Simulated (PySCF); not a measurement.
Al(H)(F)(vinyl) (C2H4AlF), SMILES C=[CH][AlH][F].

Geometry optimised at TPSSh-D3(BJ)/def2-SVP. One conformer was computed; it need not be the lowest.

Level of theory: PySCF with r2SCAN/def2-TZVPD.

Isolated molecule, no solvent.

Task: Estimate the frontier levels, gap, dipole moment and polarisability. (The exact figures need the calculation; the answer reports its results.)

Result: 
The highest occupied level is -7.36 eV. The lowest empty level is -2.14 eV and the orbital gap is 5.22 eV. The dipole moment comes out as 2.09 D and the quadrupole, principal values (traceless, Buckingham form, about the centre of nuclear charge) is -4.13, 0.40, 3.73 D·Å. The mean static polarisability comes out as 51.9 bohr³ (7.69 Å³) and the polarisability, principal values comes out as 40.1, 50.4, 65.2 bohr³.
